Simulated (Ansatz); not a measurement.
**What each rung costs, and what it gives**

Saddle point of SiH$_{5}$O$_{3}$F, closed shell (SiH₃O₃F ([OH][Si]([OH])([OH])[F]) + H₂ → SiH₄O₃ ([OH][SiH]([OH])[OH]) + HF; bonds formed: Si1–H7, F2–H6; bonds broken: Si1–F2, H6–H7), PBE0-D4/def2-TZVP structure:

| atom | x (Å) | y (Å) | z (Å) |
| --- | --- | --- | --- |
| Si1 | -0.1915 | -0.1326 | 0.1697 |
| F2 | 1.3404 | 1.0640 | -0.4391 |
| O3 | -1.0300 | -1.5121 | 0.4041 |
| O4 | -1.1301 | 0.6964 | -0.8658 |
| O5 | 0.1773 | 0.2951 | 1.6838 |
| H6 | 1.3957 | -0.1657 | -0.6378 |
| H7 | 1.0337 | -1.0261 | -0.5752 |
| H8 | -1.7082 | -1.6957 | -0.2478 |
| H9 | -0.7192 | 1.4820 | -1.2337 |
| H10 | 0.8318 | 0.9945 | 1.7419 |

Barriers are electronic and count from the start structure reached by relaxing down the imaginary mode.

Ansatz 0.2.0; basis: as named in each row; cores frozen in the correlated methods. B3LYP uses VWN-RPA correlation. Extrapolation: Hartree–Fock as exp(−7.88 √X), correlation as X^−2.97.

Times are rough, for one single point on 4 threads of a shared host (Arm Neoverse V2).

The estimate by CCSD(T) at an estimated basis limit (MP2 extrapolated from triple and quadruple zeta, plus CCSD(T) − MP2 in triple zeta) is 254.0 kJ/mol.

| method | basis | time (s) | barrier (kJ/mol) | method less estimate |
| --- | --- | --- | --- | --- |
| HF | STO-3G | under 1 | 422.9 | 168.9 |
| PBE-D4 | STO-3G | under 1 | 209.5 | -44.6 |
| SPW92 | def2-SVP | under 1 | 153.7 | -100.3 |
| PBE-D4 | def2-SVP | under 1 | 186.0 | -68.0 |
| B3LYP-D4 | 6-31G | under 1 | 235.1 | -19.0 |
| PBE0-D4 | def2-SVP | under 1 | 208.2 | -45.9 |
| SPW92 | def2-TZVPP | under 1 | 174.3 | -79.7 |
| PBE-D4 | def2-TZVPP | 1 | 209.3 | -44.8 |
| BLYP-D4 | def2-TZVPP | 1 | 233.4 | -20.7 |
| BHLYP-D4 | def2-TZVPP | 2 | 270.5 | 16.5 |
| PBE0-D4 | def2-TZVPP | 2 | 231.0 | -23.0 |
| B3LYP-D4 | def2-TZVPP | 2 | 247.4 | -6.6 |
| CAM-B3LYP-D4 | def2-TZVPP | 2 | 247.4 | -6.6 |
| wB97M-V | def2-SVP | 3 | 215.0 | -39.0 |
| r2SCAN-D4 | def2-TZVPP | 3 | 229.4 | -24.6 |
| r2SCAN0-D4 | def2-TZVPP | 3 | 244.1 | -9.9 |
| RPA on PBE | def2-TZVPP | 4 | 252.8 | -1.3 |
| CCSD(T) | def2-SVP | 4 | 241.4 | -12.6 |
| PBE-QIDH | def2-TZVPP | 4 | 246.8 | -7.3 |
| B2PLYP | def2-TZVPP | 4 | 251.4 | -2.6 |
| wB97X-V | def2-TZVPP | 6 | 244.5 | -9.6 |
| B97M-V | def2-TZVPP | 6 | 243.3 | -10.7 |
| wB97M-V | def2-TZVPP | 6 | 242.2 | -11.8 |
| MP2 | def2-QZVPP | 15 | 252.2 | -1.9 |
| CCSD(T) | def2-TZVPP | 120 | 255.2 | 1.2 |

All methods are single points on the PBE0-D4 structures.

T1 diagnostic: at most 0.013.

Labels in which every atom is bracketed show which atoms are joined, not bond orders.
